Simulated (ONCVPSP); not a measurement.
# Pseudopotential generation for selenium (Se): ONCV, PBE, scalar-relativistic.

selenium (Se), optimised norm-conserving Vanderbilt (ONCV), made with ONCVPSP 4.0.1 (PBE, scalar-relativistic). Core [Ar], reference 3d10 4s2 4p4. Waves: 4s: rc 1.20 bohr, ncon 3, nbas 7, qcut 4.7 1/bohr, 1 projector; 4p: rc 1.55 bohr, ncon 4, nbas 8, qcut 4.9 1/bohr, 2 projectors, debl 2.4 Ha; 3d: rc 0.90 bohr, ncon 5, nbas 9, qcut 17.5 1/bohr, 1 projector. Local part: polynomial inside 0.85 bohr (lpopt 3, dvloc0 3 Ha). Core correction: Teter function, fcfact 5.75, rcfact 1.1.

All-electron outer shells of the reference configuration (PBE, scalar-relativistic, ld1.x):

```json
{"shell": "3s", "level (eV)": "-213.51", "outermost node (bohr)": "0.24", "outermost maximum (bohr)": "0.50"}
{"shell": "3p", "level (eV)": "-152.98", "outermost node (bohr)": "0.21", "outermost maximum (bohr)": "0.50"}
{"shell": "3d", "level (eV)": "-53.12", "outermost node (bohr)": "–", "outermost maximum (bohr)": "0.45"}
{"shell": "4s", "level (eV)": "-17.29", "outermost node (bohr)": "0.70", "outermost maximum (bohr)": "1.51"}
{"shell": "4p", "level (eV)": "-6.51", "outermost node (bohr)": "0.74", "outermost maximum (bohr)": "1.82"}
```

What the tests gave:

* Cutoffs needed: 135 Ha and 150 Ha (the cutoffs (Ha) at which the residual kinetic energy of the hardest occupied pseudo-wave falls to 1 and 0.1 mHa per electron)
* Ghost test: ghosts flagged at negative energy: s at -50.3 eV; GHOST(+) flagged for p at 160.5 eV; a true bound ghost makes a file unfit for plane-wave use
* Configuration tests: 1 of 4 tests not solved or not reliable
* rms error of d²Exc/dni dnj: 7.57 mHa without and 6.97 mHa with the model core

Generation and tests took about 3.7 s on one core of a shared server CPU.
